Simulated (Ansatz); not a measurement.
Ansatz (a program for electronic structure) input (B3LYP/6-31G*):

Ansatz 0.2 input:
```yaml
crystal:
  periodic: [false, false, false]
  atoms:
    - {symbol: N, position_ang: [0.60230512, 1.03555546, -1.04353115]}
    - {symbol: Si, position_ang: [-0.13179342, 0.31667712, 0.52915938]}
    - {symbol: N, position_ang: [1.03202607, -1.11075889, 0.68742922]}
    - {symbol: N, position_ang: [-1.53165952, -0.42386036, -0.41201551]}
    - {symbol: H, position_ang: [1.26388652, 1.77696677, -0.80179762]}
    - {symbol: H, position_ang: [-0.15238205, 1.51655250, -1.53937447]}
    - {symbol: H, position_ang: [1.72968841, -0.92568705, 1.40926811]}
    - {symbol: H, position_ang: [1.54963646, -1.23976444, -0.18898296]}
    - {symbol: H, position_ang: [-2.08872152, -1.00201244, 0.21862039]}
    - {symbol: H, position_ang: [-1.17570157, -1.06608847, -1.12914278]}
basis:
  gaussian:
    orbitals: 6-31G*
hamiltonian:
  xc: {name: B3LYP}
total_charge: -1
phonons: {temperatures: {t_min: 298.15, t_max: 298.15, t_step: 100}}
```

Output:

```
Functional definition: B3LYP
integrals: 0.03 GiB planned
862 factors; integrals over basis functions are off by at most 3.6e-4 eV
mean field: 0.26 GiB planned
mean field evaluation 1: about -12439.0612 eV, gradient 6.0e1 eV
mean field evaluation 2: about -12429.6189 eV, gradient 8.8e1 eV
mean field evaluation 4: about -12446.1534 eV, gradient 1.4e0 eV
mean field evaluation 8: about -12446.1725 eV, gradient 2.5e-2 eV
mean field -12446.17247723 eV, -457.3884022195 hartree, gradient 4.8e-5 eV, S^2 0.000000; 0 other end points of the search recorded, 0 dependent functions left out
the calculation of the forces begins
reference -12446.17267651 eV, -457.3884095429 hartree; 21, 21 occupied and 55, 55 virtual orbitals, 862 factors
these checks for a lower state are left out or cut short: stability, starts, cluster_reference, orbital_swaps, neighbouring_geometries, increment
integrals: 0.03 GiB planned
862 factors; integrals over basis functions are off by at most 3.6e-4 eV
mean field: 0.26 GiB planned
mean field evaluation 16: about -12446.1587 eV, gradient 1.5e-1 eV
mean field -12446.17233726 eV, -457.3883970757 hartree, gradient 1.8e-6 eV, S^2 0.000000; 0 other end points of the search recorded, 0 dependent functions left out
the calculation of the forces begins
reference -12446.17253656 eV, -457.3884043997 hartree; 21, 21 occupied and 55, 55 virtual orbitals, 862 factors
these checks for a lower state are left out or cut short: stability, starts, cluster_reference, orbital_swaps, neighbouring_geometries, increment
integrals: 0.03 GiB planned
862 factors; integrals over basis functions are off by at most 3.6e-4 eV
mean field: 0.26 GiB planned
mean field -12446.17233089 eV, -457.3883968417 hartree, gradient 1.6e-6 eV, S^2 0.000000; 0 other end points of the search recorded, 0 dependent functions left out
the calculation of the forces begins
reference -12446.17253016 eV, -457.3884041647 hartree; 21, 21 occupied and 55, 55 virtual orbitals, 862 factors
these checks for a lower state are left out or cut short: stability, starts, cluster_reference, orbital_swaps, neighbouring_geometries, increment
integrals: 0.03 GiB planned
862 factors; integrals over basis functions are off by at most 3.6e-4 eV
mean field: 0.26 GiB planned
mean field evaluation 32: about -12446.1724 eV, gradient 2.8e-6 eV
mean field -12446.17235247 eV, -457.3883976348 hartree, gradient 2.8e-6 eV, S^2 0.000000; 0 other end points of the search recorded, 0 dependent functions left out
the calculation of the forces begins
reference -12446.17255171 eV, -457.3884049567 hartree; 21, 21 occupied and 55, 55 virtual orbitals, 862 factors
these checks for a lower state are left out or cut short: stability, starts, cluster_reference, orbital_swaps, neighbouring_geometries, increment
integrals: 0.03 GiB planned
862 factors; integrals over basis functions are off by at most 3.6e-4 eV
mean field: 0.26 GiB planned
mean field -12446.17235524 eV, -457.3883977364 hartree, gradient 1.5e-6 eV, S^2 0.000000; 0 other end points of the search recorded, 0 dependent functions left out
the calculation of the forces begins
reference -12446.17255456 eV, -457.3884050614 hartree; 21, 21 occupied and 55, 55 virtual orbitals, 862 factors
these checks for a lower state are left out or cut short: stability, starts, cluster_reference, orbital_swaps, neighbouring_geometries, increment
integrals: 0.03 GiB planned
862 factors; integrals over basis functions are off by at most 3.6e-4 eV
mean field: 0.26 GiB planned
mean field -12446.17240300 eV, -457.3883994916 hartree, gradient 1.7e-6 eV, S^2 0.000000; 0 other end points of the search recorded, 0 dependent functions left out
the calculation of the forces begins
reference -12446.17260225 eV, -457.3884068140 hartree; 21, 21 occupied and 55, 55 virtual orbitals, 862 factors
these checks for a lower state are left out or cut short: stability, starts, cluster_reference, orbital_swaps, neighbouring_geometries, increment
integrals: 0.03 GiB planned
862 factors; integrals over basis functions are off by at most 3.6e-4 eV
mean field: 0.26 GiB planned
mean field -12446.17239646 eV, -457.3883992512 hartree, gradient 2.1e-6 eV, S^2 0.000000; 0 other end points of the search recorded, 0 dependent functions left out
the calculation of the forces begins
reference -12446.17259577 eV, -457.3884065757 hartree; 21, 21 occupied and 55, 55 virtual orbitals, 862 factors
these checks for a lower state are left out or cut short: stability, starts, cluster_reference, orbital_swaps, neighbouring_geometries, increment
integrals: 0.03 GiB planned
862 factors; integrals over basis functions are off by at most 3.6e-4 eV
mean field: 0.26 GiB planned
mean field -12446.17241076 eV, -457.3883997769 hartree, gradient 2.0e-6 eV, S^2 0.000000; 0 other end points of the search recorded, 0 dependent functions left out
[...]
reference -12446.17258069 eV, -457.3884060218 hartree; 21, 21 occupied and 55, 55 virtual orbitals, 862 factors
these checks for a lower state are left out or cut short: stability, starts, cluster_reference, orbital_swaps, neighbouring_geometries, increment
integrals: 0.03 GiB planned
862 factors; integrals over basis functions are off by at most 3.6e-4 eV
mean field: 0.26 GiB planned
mean field -12446.17242987 eV, -457.3884004791 hartree, gradient 2.1e-6 eV, S^2 0.000000; 0 other end points of the search recorded, 0 dependent functions left out
the calculation of the forces begins
reference -12446.17262913 eV, -457.3884078016 hartree; 21, 21 occupied and 55, 55 virtual orbitals, 862 factors
these checks for a lower state are left out or cut short: stability, starts, cluster_reference, orbital_swaps, neighbouring_geometries, increment
integrals: 0.03 GiB planned
862 factors; integrals over basis functions are off by at most 3.6e-4 eV
mean field: 0.26 GiB planned
mean field -12446.17243416 eV, -457.3884006367 hartree, gradient 1.7e-6 eV, S^2 0.000000; 0 other end points of the search recorded, 0 dependent functions left out
the calculation of the forces begins
reference -12446.17263347 eV, -457.3884079610 hartree; 21, 21 occupied and 55, 55 virtual orbitals, 862 factors
these checks for a lower state are left out or cut short: stability, starts, cluster_reference, orbital_swaps, neighbouring_geometries, increment
integrals: 0.03 GiB planned
862 factors; integrals over basis functions are off by at most 3.6e-4 eV
mean field: 0.26 GiB planned
mean field evaluation 320: about -12446.1724 eV, gradient 2.4e-6 eV
mean field -12446.17242766 eV, -457.3884003980 hartree, gradient 2.4e-6 eV, S^2 0.000000; 0 other end points of the search recorded, 0 dependent functions left out
the calculation of the forces begins
reference -12446.17262691 eV, -457.3884077202 hartree; 21, 21 occupied and 55, 55 virtual orbitals, 862 factors
these checks for a lower state are left out or cut short: stability, starts, cluster_reference, orbital_swaps, neighbouring_geometries, increment
integrals: 0.03 GiB planned
862 factors; integrals over basis functions are off by at most 3.6e-4 eV
mean field: 0.26 GiB planned
mean field -12446.17243151 eV, -457.3884005393 hartree, gradient 1.8e-6 eV, S^2 0.000000; 0 other end points of the search recorded, 0 dependent functions left out
the calculation of the forces begins
reference -12446.17263082 eV, -457.3884078640 hartree; 21, 21 occupied and 55, 55 virtual orbitals, 862 factors
these checks for a lower state are left out or cut short: stability, starts, cluster_reference, orbital_swaps, neighbouring_geometries, increment
integrals: 0.03 GiB planned
862 factors; integrals over basis functions are off by at most 3.6e-4 eV
mean field: 0.26 GiB planned
mean field -12446.17242117 eV, -457.3884001593 hartree, gradient 2.0e-6 eV, S^2 0.000000; 0 other end points of the search recorded, 0 dependent functions left out
the calculation of the forces begins
reference -12446.17262047 eV, -457.3884074834 hartree; 21, 21 occupied and 55, 55 virtual orbitals, 862 factors
these checks for a lower state are left out or cut short: stability, starts, cluster_reference, orbital_swaps, neighbouring_geometries, increment
integrals: 0.03 GiB planned
862 factors; integrals over basis functions are off by at most 3.6e-4 eV
mean field: 0.26 GiB planned
mean field -12446.17241500 eV, -457.3883999326 hartree, gradient 2.6e-6 eV, S^2 0.000000; 0 other end points of the search recorded, 0 dependent functions left out
the calculation of the forces begins
reference -12446.17261426 eV, -457.3884072553 hartree; 21, 21 occupied and 55, 55 virtual orbitals, 862 factors
these checks for a lower state are left out or cut short: stability, starts, cluster_reference, orbital_swaps, neighbouring_geometries, increment
integrals: 0.03 GiB planned
862 factors; integrals over basis functions are off by at most 3.6e-4 eV
mean field: 0.26 GiB planned
mean field -12446.17245395 eV, -457.3884013640 hartree, gradient 1.3e-6 eV, S^2 0.000000; 0 other end points of the search recorded, 0 dependent functions left out
the calculation of the forces begins
reference -12446.17265323 eV, -457.3884086874 hartree; 21, 21 occupied and 55, 55 virtual orbitals, 862 factors
these checks for a lower state are left out or cut short: stability, starts, cluster_reference, orbital_swaps, neighbouring_geometries, increment
integrals: 0.03 GiB planned
862 factors; integrals over basis functions are off by at most 3.6e-4 eV
mean field: 0.26 GiB planned
mean field -12446.17245025 eV, -457.3884012279 hartree, gradient 2.0e-6 eV, S^2 0.000000; 0 other end points of the search recorded, 0 dependent functions left out
the calculation of the forces begins
reference -12446.17264953 eV, -457.3884085513 hartree; 21, 21 occupied and 55, 55 virtual orbitals, 862 factors
these checks for a lower state are left out or cut short: stability, starts, cluster_reference, orbital_swaps, neighbouring_geometries, increment
integrals: 0.03 GiB planned
862 factors; integrals over basis functions are off by at most 3.6e-4 eV
mean field: 0.26 GiB planned
mean field evaluation 352: about -12446.1587 eV, gradient 1.4e-1 eV
mean field -12446.17242419 eV, -457.3884002702 hartree, gradient 1.0e-6 eV, S^2 0.000000; 0 other end points of the search recorded, 0 dependent functions left out
the calculation of the forces begins
reference -12446.17262345 eV, -457.3884075929 hartree; 21, 21 occupied and 55, 55 virtual orbitals, 862 factors
these checks for a lower state are left out or cut short: stability, starts, cluster_reference, orbital_swaps, neighbouring_geometries, increment
integrals: 0.03 GiB planned
862 factors; integrals over basis functions are off by at most 3.6e-4 eV
mean field: 0.26 GiB planned
mean field -12446.17242398 eV, -457.3884002626 hartree, gradient 2.0e-6 eV, S^2 0.000000; 0 other end points of the search recorded, 0 dependent functions left out
the calculation of the forces begins
reference -12446.17262328 eV, -457.3884075868 hartree; 21, 21 occupied and 55, 55 virtual orbitals, 862 factors
these checks for a lower state are left out or cut short: stability, starts, cluster_reference, orbital_swaps, neighbouring_geometries, increment
integrals: 0.03 GiB planned
862 factors; integrals over basis functions are off by at most 3.6e-4 eV
mean field: 0.26 GiB planned
mean field -12446.17240812 eV, -457.3883996797 hartree, gradient 1.1e-6 eV, S^2 0.000000; 0 other end points of the search recorded, 0 dependent functions left out
the calculation of the forces begins
reference -12446.17260738 eV, -457.3884070024 hartree; 21, 21 occupied and 55, 55 virtual orbitals, 862 factors
these checks for a lower state are left out or cut short: stability, starts, cluster_reference, orbital_swaps, neighbouring_geometries, increment
integrals: 0.03 GiB planned
862 factors; integrals over basis functions are off by at most 3.6e-4 eV
mean field: 0.26 GiB planned
mean field -12446.17241202 eV, -457.3883998229 hartree, gradient 2.7e-6 eV, S^2 0.000000; 0 other end points of the search recorded, 0 dependent functions left out
the calculation of the forces begins
reference -12446.17261132 eV, -457.3884071471 hartree; 21, 21 occupied and 55, 55 virtual orbitals, 862 factors
Total energy: -12446.17267651 eV, -457.3884095429 hartree
Atom 0 at     0.602305     1.035555    -1.043531 Å, force     0.001222    -0.000481     0.001343 eV/Å
Atom 1 at    -0.131793     0.316677     0.529159 Å, force    -0.002160     0.002520     0.000236 eV/Å
Atom 2 at     1.032026    -1.110759     0.687429 Å, force     0.001237     0.000805    -0.002100 eV/Å
Atom 3 at    -1.531660    -0.423860    -0.412016 Å, force    -0.000642    -0.000812     0.000263 eV/Å
Atom 4 at     1.263887     1.776967    -0.801798 Å, force     0.001755     0.000765    -0.000151 eV/Å
Atom 5 at    -0.152382     1.516552    -1.539374 Å, force    -0.000360    -0.001328     0.000580 eV/Å
Atom 6 at     1.729688    -0.925687     1.409268 Å, force    -0.001080     0.000392     0.000054 eV/Å
Atom 7 at     1.549636    -1.239764    -0.188983 Å, force     0.000115    -0.001184    -0.000709 eV/Å
Atom 8 at    -2.088722    -1.002012     0.218620 Å, force    -0.000849    -0.000751     0.001203 eV/Å
Atom 9 at    -1.175702    -1.066088    -1.129143 Å, force     0.000763     0.000074    -0.000718 eV/Å
Dipole moment:     0.299847    -0.129415    -0.377035 e Å
Vibrations: 129.01 176.44 213.50 289.56 301.90 325.27 580.06 594.24 622.43 672.41 716.94 736.32 820.23 885.28 961.66 1607.76 1612.95 1626.58 3368.34 3374.08 3407.97 3495.26 3499.49 3501.11 cm⁻¹, zero-point energy 2.077900 eV
```

The blocks after the first are displaced geometries, from whose forces the wavenumbers follow.

The dipole moment of an ion depends on the origin.
